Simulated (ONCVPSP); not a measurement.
**LDA (Perdew-Wang 92) ONCV dataset for chromium (Cr), scalar-relativistic all-electron reference.**

Input for ONCVPSP 4.0.1:

```
# ATOM AND REFERENCE CONFIGURATION
# atsym  z   nc   nv     iexc    psfile
  Cr 24.00    4    3  -001012      upf
#
#   n    l    f
    1    0    2.00
    2    0    2.00
    2    1    6.00
    3    0    2.00
    3    1    6.00
    3    2    5.50
    4    0    0.50
#
# PSEUDOPOTENTIAL AND OPTIMIZATION
# lmax
    2
#
#   l,   rc,      ep,       ncon, nbas, qcut
    0    2.30    0.00    4    7    3.50
    1    1.20    0.00    4    7   10.70
    2    1.20    0.00    3    8   15.00
#
# LOCAL POTENTIAL
# lloc, lpopt,  rc(5),   dvloc0
    2    5    1.20    0.00
#
# VANDERBILT-KLEINMAN-BYLANDER PROJECTORs
# l, nproj, debl
    0    2    3.10
    1    2    3.80
    2    0    3.80
#
# MODEL CORE CHARGE
# icmod, fcfact, rcfact
    2    0.20    0.80
#
# LOG DERIVATIVE ANALYSIS
# epsh1, epsh2, depsh
   -3.00    5.00    0.02
#
# OUTPUT GRID
# rlmax, drl
    6.00    0.01
#
# TEST CONFIGURATIONS
# ncnf
    4
# nvcnf
#   n    l    f
    3
    3    1    6.00
    3    2    5.00
    4    0    1.00
#
    3
    3    1    6.00
    3    2    5.00
    4    0    0.00
#
    3
    3    1    6.00
    3    2    4.00
    4    0    0.00
#
    3
    3    1    6.00
    3    2    3.00
    4    0    0.00
#
```

Command:

```bash
oncvpsp.x < Cr.dat > Cr.out
```

Resulting log (shortened: citation, most of the input echo, consistency checks and plot data are left out):

```
ONCVPSP  (Optimized Norm-Conservinng Vanderbilt PSeudopotential)
scalar-relativistic version 4.0.1

#   n    l    f        energy (Ha)
    1    0    2.00    -2.1555139E+02
    2    0    2.00    -2.4401732E+01
    2    1    6.00    -2.0537583E+01
    3    0    2.00    -2.6541669E+00
    3    1    6.00    -1.6191074E+00
    3    2    5.50    -7.8668661E-02
    4    0    0.50    -1.4328215E-01

Reference configufation results
  iterations    32
  all-electron total energy (Ha)   -1.04845503D+03

Begin loop to  construct optimized pseudo wave functions
and semi-local pseudopoentials for all angular momenta

   Wellstate for l =  0  n =  6
     eigenvalue =   2.9567
     asymptotic potential =   3.4567
     half-point radius =  3.6950

Calculating optimized projector #   1

 for l=   0

    Fraction of norm inside rc  0.193914
    Optimizing pswf for qcut=   3.50 a_B^-1,  ecut=   6.11 Ha
    Residual kinetic energy error=  1.75D-05 Ha

    Energy error per electron        Cutoff
         Ha          eV             Ha
         0.01000     0.27211        1.95
         0.00100     0.02721        3.36
         0.00010     0.00272        4.49
         0.00001     0.00027       15.33

Calculating optimized projector #   2

 for l=   0

    Fraction of norm inside rc  0.160951
    Optimizing pswf for qcut=   3.50 a_B^-1,  ecut=   6.11 Ha
    Residual kinetic energy error=  1.27D-02 Ha

    Energy error per electron        Cutoff
         Ha          eV             Ha
         0.01000     0.27211        6.93
         0.00100     0.02721       25.63
         0.00010     0.00272       33.15
         0.00001     0.00027       44.59

   Wellstate for l =  1  n =  5
     eigenvalue =   2.1809
     asymptotic potential =   2.6809
     half-point radius =  3.0108

Calculating optimized projector #   1

 for l=   1

    Fraction of norm inside rc  0.758712
    Optimizing pswf for qcut=  10.71 a_B^-1,  ecut=  57.35 Ha
    Residual kinetic energy error=  5.94D-07 Ha

    Energy error per electron        Cutoff
         Ha          eV             Ha
         0.01000     0.27211       19.90
         0.00100     0.02721       25.48
         0.00010     0.00272       30.18
         0.00001     0.00027       46.52

Calculating optimized projector #   2

 for l=   1

    Fraction of norm inside rc  0.055218
    Optimizing pswf for qcut=  10.71 a_B^-1,  ecut=  57.35 Ha
    Residual kinetic energy error=  2.02D-06 Ha

    Energy error per electron        Cutoff
         Ha          eV             Ha
         0.01000     0.27211       17.81
         0.00100     0.02721       23.73
         0.00010     0.00272       29.44
         0.00001     0.00027       49.81

Calculating optimized projector #   1

 for l=   2

    Fraction of norm inside rc  0.449588
    Optimizing pswf for qcut=  14.99 a_B^-1,  ecut= 112.30 Ha
    Residual kinetic energy error=  2.65D-05 Ha

    Energy error per electron        Cutoff
         Ha          eV             Ha
         0.01000     0.27211       53.84
         0.00100     0.02721       67.98
         0.00010     0.00272       81.30

Construct Vanderbilt / Kleinmman-Bylander projectors

B matrix Hermiticity error, ll=   0
   1   2   -1.0352E-04

  Orthonormal projector coefficients  8.4673E+00  6.4167E-01

B matrix Hermiticity error, ll=   1
   1   2   -4.0161E-04

  Orthonormal projector coefficients -1.9693E+01  8.5807E+00

Model core correction analysis
  based on d2Exc/dn_idn_j

d2excae - all-electron derivatives

   -3.444970D-02   -2.189890D-02   -2.510448D-03
   -2.189916D-02   -1.962197D-02   -1.120590D-02
   -2.510293D-03   -1.119723D-02   -3.227057D-02

d2excps - pseudofunction derivatives with no core correction

   -4.319238D-02   -2.785928D-02   -2.269290D-03
   -2.785990D-02   -2.345624D-02   -1.136470D-02
   -2.269128D-03   -1.135603D-02   -3.248024D-02

rms 2nd derivative error    4.247918E-03

amplitude prefactor, scale prefactor
    0.4973    2.8182

d2excps - pseudofunction derivatives with core correction

   -3.673582D-02   -2.414005D-02   -2.173170D-03
   -2.414033D-02   -2.111299D-02   -1.127852D-02
   -2.172997D-03   -1.126985D-02   -3.246251D-02

rms 2nd derivative error    1.405149E-03

Pseudoatom total energy  -60.447202

Diagnostic tests using Vanderbilt-Kleinman-Bylander pseudopotentials
  1 or more projectors used as specified by nproj input data

   l    rcore       rmatch      e in        delta e   norm test  slope test

   0   2.3122635   2.3824688  -0.1432822  -0.0000001   1.0000091   1.0000055
   0   2.3122635   2.3824688   2.9567179   0.0000324   1.0002174   1.0002174

   1   1.2046404   1.2412159  -1.6191074   0.0013502   0.9917418   0.9925737
   1   1.2046404   1.2412159   2.1808926   0.0002340   1.0018199   1.0018199

   2   1.2046404   1.2412159  -0.0786687   0.0000033   1.0000047   0.9999880

 Testing for bound ghosts
   n   l    E NL Schr. Eq   E Basis Diag.   E Cutoff

       0                      -11.253144     34.76  WARNING - GHOST(-)
   1   0       -0.143282       -0.131755     34.76

       1                       -1.839878    153.35  WARNING - GHOST(-)
   2   1       -1.617757       -1.617239    153.35

 Testing for highly-localized positive-energy ghosts
       l    <radius>/rc     E Basis Diag.   E Cutoff

       0        0.621797        4.069853     34.76  WARNING - GHOST(+)

Test configuration 0

   n   l     f        eae           eps        diff
   1   0  2.0000 -215.55139098
   2   0  2.0000  -24.40173226
   2   1  6.0000  -20.53758314
   3   0  2.0000   -2.65416692
   3   1  6.0000   -1.61910744   -1.61775728    1.35D-03
   3   2  5.5000   -0.07866866   -0.07866536    3.30D-06
   4   0  0.5000   -0.14328215   -0.14328226   -1.04D-07

    Total energies and differences
      AE_ref= -1.04845503D+03  AE_tst= -1.04845503D+03  dif=  0.00D+00
      PS_ref= -6.04472022D+01  PS_tst= -6.04472022D+01  dif=  3.41D-13
      PSP excitation error= -3.41D-13

Test configuration 1

psatom: WARNING lschvkbb convergence error n,l,iter=   3   2  17
ea(ii),et,emin,emax -8.288304E-02 -9.117135E-02 -9.117135E-02 -9.117135E-02
run_config: WARNING for fully non-local PS atom, stg. 1
 WARNING no output for configuration 2

Test configuration 2

psatom: WARNING lschvkbb convergence error n,l,iter=   2   1  18
ea(ii),et,emin,emax -1.678982E+00 -1.846880E+00 -1.846880E+00 -1.846880E+00
run_config: WARNING for fully non-local PS atom, stg. 1
 WARNING no output for configuration 3

Test configuration 3

psatom: WARNING lschvkbb convergence error n,l,iter=   3   2   3
ea(ii),et,emin,emax -7.866536E-02 -8.653190E-02 -8.653190E-02 -8.653190E-02
run_config: WARNING for fully non-local PS atom, stg. 1
 WARNING no output for configuration 4

Test configuration 4

psatom: WARNING lschvkbb convergence error n,l,iter=   3   2   3
ea(ii),et,emin,emax -7.866536E-02 -8.653190E-02 -8.653190E-02 -8.653190E-02
run_config: WARNING for fully non-local PS atom, stg. 1
 WARNING no output for configuration 5
```

Note: ghosts flagged at negative energy: s at -306.2 eV, p at -50.1 eV; GHOST(+) flagged for s at 110.7 eV. A true bound ghost makes a file unfit for plane-wave use.

The run took about 1.9 s on one core of a shared server CPU.
